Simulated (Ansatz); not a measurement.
Computed with Ansatz on PBE0-D4/def2-TZVP structures; ΔE is electronic, products minus reactants. CBS: MP2 limit from def2 TZ/QZ plus the TZ coupled-cluster correction, frozen cores. Functionals use def2-TZVPP. For Br, Ge outer-core shells are correlated without core-valence functions, which leaves a few kJ/mol of doubt a bond. Scalar relativity is left out up to krypton.

`[F][Al]([Cl])[GeH3]` + HBr → `[F][Al]([Cl])[Br]` + GeH₄  (cleavage of the Al–Ge bond)

```csv
level,ΔE (kJ/mol)
revPBE-D4,-108.1
ωB97M-V,-120.4
PBE,-104.5
r2SCAN,-120.8
PBE0,-112.3
BHLYP,-124.9
MP2/def2-TZVPP,-126.5
HF/def2-QZVPP,-138.8
```

**Question.** What does CCSD(T)/CBS give? (An estimate is asked.)

**Answer.** The calculation gave: -120.4 kJ/mol. The listed levels differ from it by 12.3, 0.0, 15.9, -0.4, 8.1, -4.5, -6.1, -18.4 kJ/mol.

Largest T1 diagnostic among the species: 0.012.

Leaving LDA and LC-ωPBE aside and taking each functional with its dispersion term where it has one, the values, not all of them listed here, spread over 20.2 kJ/mol, from BHLYP-D4 to PBE-D4. From PBE to PBE0 (25 % exact exchange), in def2-TZVPP and without D4, ΔE moves by −7.9 kJ/mol.
